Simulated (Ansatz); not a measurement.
Basis-set extrapolation for C3H6BFO, SMILES `BO/C(F)=C/C` (PBE0-D4/def2-TZVP geometry, frozen core, Ansatz 0.2.0). Multiplicity 1, RHF reference.

```
                      def2-TZVPP   def2-QZVPP
                 HF  -316.220159  -316.234569
    MP2 correlation    -1.069094    -1.149940
CCSD(T) correlation    -1.149405      not run
```

Energies in hartree. Use E(X) = E(∞) + A·exp(−7.88·√X) for Hartree–Fock and E(X) = E(∞) + B·X^(−2.97) for correlation, with X = 3 and 4, and add CCSD(T) minus MP2 of the smaller set to the MP2 limit.

**Question.** What is the CCSD(T) energy at the basis-set limit?

**Answer.** HF limit: -316.234569 + (-0.014410) × 0.13774 = -316.23655. MP2 limit: -1.149940 + (-0.080846) × 0.74074 = -1.20983. Higher-order term: -1.149405 − (-1.069094) = -0.08031. Total: -317.52669 hartree, 412.5 kJ/mol below CCSD(T)/def2-TZVPP.
